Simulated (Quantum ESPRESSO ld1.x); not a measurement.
The nuclear charge of neutral boron is varied continuously with 5 electrons held in [He] 2s2 2p1. Method: non-relativistic Kohn-Sham, LDA (Slater exchange, Perdew-Zunger correlation), spin-polarised, spherical densities, point nucleus; open shells are filled with parallel spins first; computed with ld1.x of Quantum ESPRESSO 7.5. By the Hellmann-Feynman theorem dE/dZ = E(electron-nucleus)/Z, the electronic potential at the nucleus.

Z,E (hartree),E(electron-nucleus)/Z (hartree),HOMO,e(HOMO) (eV),<r> HOMO (bohr)
4.75,-21.6127,-10.6100,2p,-1.816,2.612
5,-24.3518,-11.3027,2p,-4.077,2.236
5.25,-27.2639,-11.9936,2p,-6.821,1.971
5.5,-30.3485,-12.6835,2p,-10.027,1.771
5.75,-33.6056,-13.3728,2p,-13.684,1.611
6,-37.0349,-14.0616,2p,-17.786,1.480

The central difference of E at Z = 5 is -11.302 hartree, to compare with the third column; the second derivative is -2.77 hartree. No converged solution with all levels bound was reached at Z = 4, 4.25, 4.5.
